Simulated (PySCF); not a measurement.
F²⁺: ionisation energy

F²⁺ [He] 2s2 2p3 (4S) → F³⁺ [He] 2s2 2p2 (3P), as a difference of total energies. Calculation: PySCF 2.14, in aug-cc-pVDZ; the non-relativistic Hamiltonian (point nucleus). Correlated levels: valence: 1s2 frozen. The calculations carry no spin-orbit coupling.

**Question.** Order these methods by the ionisation energy they give, lowest first.
A. BLYP
B. LC-wPBE
C. MP2 (valence)
D. PBE

**Answer.** C (62.554 eV), A (62.771 eV), D (62.925 eV), B (63.109 eV).

A first-order spin-orbit estimate (lowest level to lowest level, LS coupling) adds -0.049 eV.

Errors of the correlated levels include the incompleteness of this basis and the frozen core.

For comparison: 62.708 eV (semi-empirical (NIST evaluation); NIST Atomic Spectra Database, ionization energies).
